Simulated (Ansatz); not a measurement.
Two isomers of C2H5ClOSi: A = `O[SiH2]/C=C/Cl`, B = `C=C[SiH](O)Cl`.

Gas-phase electronic energies from Ansatz, PBE0-D4/def2-TZVP geometries. CBS: MP2 limit from def2 TZ/QZ plus the TZ coupled-cluster correction, frozen cores. Functionals use def2-TZVPP. B3LYP here is the variant with VWN-RPA as its local correlation; programs differ in this. Each species was taken in one conformer, which may not be the lowest.

A:

Z-matrix (Å, degrees):
```
Si
C 1 1.856
O 1 1.648 2 110.8
H 1 1.483 2 110.5 3 117.7
H 1 1.490 2 108.7 3 -122.3
C 2 1.325 1 120.8 3 -6.5
H 2 1.088 1 120.4 3 173.6
H 3 0.958 1 117.6 2 -83.3
Cl 6 1.724 2 124.2 1 179.9
H 6 1.084 2 123.5 1 -0.4
```

B:

Z-matrix (Å, degrees):
```
Si
C 1 1.848
Cl 1 2.063 2 107.2
O 1 1.635 2 112.0 3 -121.5
H 1 1.476 2 113.6 3 118.4
C 2 1.331 1 122.2 3 132.8
H 2 1.088 1 119.0 3 -47.4
H 4 0.959 1 117.9 2 67.5
H 6 1.086 2 122.2 1 179.9
H 6 1.086 2 121.6 1 0.1
```

(1) Which is lower in electronic energy at CCSD(T)/CBS, and by how much? (Best estimate.)

(2) Give E(B) − E(A) in kJ/mol with PBE-D4, PBE0-D4, B2PLYP, MP2/def2-TZVPP, B3LYP-D4, ωB97M-V, HF/def2-TZVPP. (An estimate is asked.)

Largest T1 diagnostic: 0.011.

## Answers

(1) The calculation gave: B, by 165.5 kJ/mol.

(2) Computed: PBE-D4 -151.5, PBE0-D4 -158.9, B2PLYP -161.2, MP2/def2-TZVPP -164.8, B3LYP-D4 -159.9, ωB97M-V -165.4, HF/def2-TZVPP -173.0. None reverses the order clearly.

From PBE to PBE0 (25 % exact exchange), in def2-TZVPP and without D4, E(B) − E(A) moves by −7.6 kJ/mol. In def2-TZVPP, CCSD(T) changes the Hartree–Fock value by +10.7 kJ/mol (the triples alone add +2.4 kJ/mol) and MP2 by +8.1 kJ/mol.
